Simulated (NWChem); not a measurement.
Species: C$_{4}$H$_{6}$; SMILES C#CCC

```xyz
10

C      0.2635    -1.9660     0.0000
C     -0.1565    -0.8298     0.0000
C     -0.6407     0.5462     0.0000
C      0.4772     1.5876     0.0000
H      0.6306    -2.9755     0.0000
H     -1.2910     0.6916     0.8798
H     -1.2910     0.6916    -0.8798
H      0.0569     2.6042     0.0000
H      1.1166     1.4803    -0.8885
H      1.1166     1.4803     0.8885
```
Atoms are numbered in this order, from 1.

Program: NWChem. Pople sets run with spherical d functions. Structure relaxed at the PBE0/def2-SVP level. Vertical excitations in the gas phase; the lowest state need not have the same character in each row.

```csv
level,"lowest excitation, singlet (eV)",oscillator strength of that lowest state,lowest triplet (eV),orbital gap (eV)
"PBE/6-31G*, TDA",6.75,0.000,5.42,6.68
"B3LYP/6-31G*, TDA",6.72,0.000,5.41,…
"BHandHLYP/6-31G*, TDA",6.66,0.000,5.26,11.28
"Hartree-Fock/6-31G*, CIS",6.53,0.000,4.63,15.81
```

### Question
Complete the blanks.

### Answer

- B3LYP/6-31G*, TDA, orbital gap (eV): 8.51
